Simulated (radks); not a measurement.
Values are calculated unless marked as measured or tabulated.
Initial-state core-level shifts of the iodine ion I+ when its valence configuration changes from [Kr] 4d10 5s2 5p4. Code: a radial shooting solver on a logarithmic mesh with Libxc functionals. Model: Dirac Kohn-Sham, LDA (Slater exchange, Perdew-Wang correlation), spin-unpolarised, spherical densities, finite nucleus; open shells fill j = l - 1/2 first; Fermi nuclear charge, rms radius 4.75 fm. Shifts are changes of the shell-averaged eigenvalues in eV (positive: less bound); the change of the density at the nucleus, which sets a Mossbauer isomer shift, is in e/bohr^3, on a base of 2.48e+05.

\begin{tabular}{lrrrrr}
valence & 1s & 2p & 3p & 4p & density at nucleus \\ \hline
4d9 5s2 5p5 & -9.546 & -10.127 & -9.618 & -7.646 & +28.28 \\
4d9 5s1 5p6 & -11.007 & -11.553 & -11.068 & -9.037 & -54.79 \\
4d9.5 5s2 5p4.5 & -4.745 & -5.029 & -4.785 & -3.827 & +14.01 \\
4d8 5s2 5p6 & -19.320 & -20.539 & -19.429 & -15.262 & +57.56 \\
4d10 5s1 5p5 & -1.531 & -1.492 & -1.516 & -1.468 & -75.60 \\
4d9.5 5s1 5p5.5 & -6.239 & -6.486 & -6.266 & -5.255 & -65.34 \\
4d8.5 5s2 5p5.5 & -14.404 & -15.297 & -14.499 & -11.457 & +42.80 \\
4d10 5p6 & -3.013 & -2.937 & -2.986 & -2.890 & -154.60 \\
4d10 5s1.5 5p4.5 & -0.772 & -0.752 & -0.764 & -0.740 & -37.37 \\
\end{tabular}
